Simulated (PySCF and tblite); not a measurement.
Values are calculated unless marked as measured or tabulated.
C5H9F3O, numbered as in [CH3:1][O:2][C@H:3]([CH3:4])[CH2:5][C:6]([F:7])([F:8])[F:9].

Free energies: PBE0-D3(BJ)/pcSseg-1 on GFN2-xTB structures plus GFN2-xTB thermal terms, symmetry and mirror images included. Conformers within 3 kcal/mol (GFN2-xTB free energy) were kept, 10 at most. GIAO shieldings: PBE0/pcSseg-1. Shifts are against TMS (¹H), TMS (¹³C), CFCl3 (¹⁹F) at the same level; of two unlike H on one atom, a is the less shielded. Run with PySCF (density fitting) and tblite.

List the conformer-averaged shifts at 298.15 K.

¹H: 3.54 (H1, 3H), 3.53 (H3, 1H), 2.37 (H5a, 1H), 1.98 (H5b, 1H), 1.26 (H4, 3H) ppm. ¹³C: 135.3 (C6), 76.3 (C3), 58.8 (C1), 45.1 (C5), 21.3 (C4) ppm. ¹⁹F: -82.3 (F7/F8/F9) ppm.

How do the conformers differ?

Torsions listed: C1–O2–C3–C4, O2–C3–C5–C6.
```tsv
conformer	shape	weight %
1	-84°, -75°	38.1
2	-73°, -153°	28.6
3	-155°, -153°	28.3
4	-165°, 54°	4.3
5	-66°, 75°	0.8
```

```
  signal      1      2      3      4      5  average
      H1   3.55   3.56   3.49   3.56   3.52     3.54
      H3   3.57   3.59   3.42   3.55   3.60     3.53
      H4   1.13   1.32   1.35   1.45   1.40     1.26
     H5a   2.25   2.49   2.53   1.73   2.11     2.37
     H5b   1.81   2.17   1.89   2.76   2.54     1.98
      C1   58.9   58.7   58.6   58.9   58.5     58.8
      C3   76.2   76.2   76.6   77.3   75.9     76.3
      C4   19.5   19.6   25.1   23.5   17.4     21.3
      C5   46.3   47.6   41.9   38.1   46.1     45.1
      C6  135.5  135.2  135.1  135.4  135.5    135.3
F7/F8/F9  -83.0  -82.6  -82.4  -75.4  -74.0    -82.3
```

Which signal moves most, for its nucleus, between 150 and 400 K through the change of populations alone?

H5b: 1.94 ppm at 150 K, 1.95 ppm at 200 K, 1.97 ppm at 250 K, 1.98 ppm at 298.15 K, 2.01 ppm at 400 K.

Unscaled ¹⁹F shifts at such levels can be off by tens of ppm; differences between conformers or isomers are more reliable. Shifts are unscaled: against experiment ¹³C can be off by 15 ppm or more and ¹H by 0.8 ppm.


Conformer gaps in pcSseg-1 on xTB geometries can be 2 kcal/mol off for S=O, P=O and other polar bonds.